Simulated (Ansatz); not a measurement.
Species: CH$_{5}$BN, charge 0, doublet. CH5BN (SMILES B[N]C, doublet).
B3LYP-D3(BJ)/def2-TZVP minimum from Ansatz (a quantum-chemistry and plane-wave program):
```
N
B 1 1.3326
C 1 1.3964 2 164.26
H 3 1.0946 1 112.10 2 -118.36
H 3 1.0946 4 109.24 1 124.87
H 3 1.1014 4 107.10 5 115.67
H 2 1.2003 1 121.36 3 -180.00
H 2 1.2072 7 119.74 1 -180.00
```
Charge 0, spin multiplicity 2.

Total energies in hartree (Ansatz). Open shells are spin-unrestricted; no spin-orbit coupling. Correlated methods leave the cores frozen. No relativity. For partners of very few electrons the exact lower level stands in for a higher one.

```tsv
species	HF/cc-pVTZ	CCSD(T)/cc-pVTZ	HF/cc-pVQZ	CCSD(T)/cc-pVQZ	CCSD(T)/cc-pVDZ	CCSDT(Q)/cc-pVDZ
1: CH5BN (SMILES [N](C)B, doublet)	-119.92127	-120.43545	-119.92966	-120.47069	-120.31246	-120.31454
2: B (doublet)	-24.53207	-24.59810	-24.53297	-24.60084	-24.58941	-24.58977
3: H (doublet)	-0.49981	-0.49981	-0.49995	-0.49995	-0.49928	-0.49928
4: N (quartet)	-54.40069	-54.51471	-54.40372	-54.52482	-54.47850	-54.47866
5: C (triplet)	-37.69157	-37.78076	-37.69331	-37.78654	-37.76038	-37.76071
```

**Question.** Work out the atomisation energy (electronic, to ground-state atoms) in kcal/mol: take Hartree-Fock from cc-pVQZ, extrapolate the CCSD(T) correlation energy as X^-3 (X = 3, 4), and add CCSDT(Q) - CCSD(T) in cc-pVDZ. 1 hartree = 627.51 kcal/mol.

**Answer.** 
Species 1: correlation (64·(-0.54103) - 27·(-0.51418))/37 = -0.56062; step -0.00208; E1 = -119.92966 + (-0.56062) + (-0.00208) = -120.49236
Species 2: correlation (64·(-0.06787) - 27·(-0.06603))/37 = -0.06921; step -0.00036; E2 = -24.53297 + (-0.06921) + (-0.00036) = -24.60254
Species 3: correlation (64·(0.00000) - 27·(0.00000))/37 = 0.00000; step +0.00000; E3 = -0.49995 + (0.00000) + (+0.00000) = -0.49995
Species 4: correlation (64·(-0.12110) - 27·(-0.11402))/37 = -0.12627; step -0.00016; E4 = -54.40372 + (-0.12627) + (-0.00016) = -54.53015
Species 5: correlation (64·(-0.09323) - 27·(-0.08919))/37 = -0.09618; step -0.00033; E5 = -37.69331 + (-0.09618) + (-0.00033) = -37.78982
-1·E1 +1·E2 +5·E3 +1·E4 +1·E5 = 1.07010 hartree = 671.5 kcal/mol.
